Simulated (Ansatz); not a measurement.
The cluster Si₃Ni⁻. The state is a doublet with charge -1. Geometry r2SCAN-D4/def2-SVP, that of the neutral singlet; atoms count from 1.

Cartesian coordinates in Å:
```
Ni 0.043 1.135 0.161
Si -0.046 -1.215 -0.173
Si -1.453 0.248 -1.079
Si 1.456 -0.169 1.090
```

The structure comes from a short search, and lower isomers may exist.

Estimate the Mulliken populations from the PBE0/def2-TZVPD orbitals of Ansatz.


```tsv
atom	charge (e)	spin (α − β)	d electrons
Ni1	-0.25	0.47	8.96
Si2	-0.19	0.38	–
Si3	-0.28	0.07	–
Si4	-0.28	0.07	–
```
Mulliken values and Mayer orders depend strongly on the basis. With diffuse functions, as here, like atoms can get unlike values, and bond orders can come out too low or too high.

Where does the spin sit?

Summed by element: Ni 0.47, Si 0.53, of 1 unpaired in all. Largest on single atoms: Ni1 0.47, Si2 0.38, Si3 0.07.

And the Mayer bond orders between bonded heavy atoms (over 0.3)?

Ni1–Si2 0.67 (2.38 Å); Ni1–Si3 1.30 (2.14 Å); Ni1–Si4 1.30 (2.14 Å); Si2–Si3 1.18 (2.22 Å); Si2–Si4 1.18 (2.22 Å). Values over 0.3 also appear between atoms too far apart for a bond (Si3–Si4 0.43 at 3.65 Å); they arise where an orbital or an unpaired electron spreads over both atoms.
